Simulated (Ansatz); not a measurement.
BH4InOZn (`[BH2][InH][O][ZnH]`) from Hartree–Fock to CCSD(T)

```xyz
8

B     1.342    0.791    1.809
In    0.745    0.231   -0.277
O    -1.112   -0.469   -0.352
Zn   -2.230   -1.081   -1.564
H     1.150    1.890    2.239
H     1.854    0.000    2.545
H     1.489    0.254   -1.836
H    -3.236   -1.617   -2.564
```

Charge 0, multiplicity 1. For Zn the d shell is correlated and the shells below it are frozen. Correlated methods include outer-core shells of In, which these sets cover unevenly. Scalar relativity is left out up to krypton. In takes the def2 core potential. All single points use the PBE0-D4/def2-TZVP geometry. It is one conformer, not always the lowest. Frozen core, restricted reference, Ansatz 0.2.0.

```csv
basis,HF (Eh),MP2 corr.
def2-SVP,-2068.51519,-0.67006
def2-TZVPP,-2068.89354,-1.14905
def2-QZVPP,-2068.94241,-1.39947
```

Task: Estimate the CCSD correlation energy and the (T) correction in each basis where they were run (hartree).

Result: 
```csv
basis,CCSD corr.,(T)
def2-SVP,-0.68060,-0.01963
def2-TZVPP,-1.11576,-0.03739
```
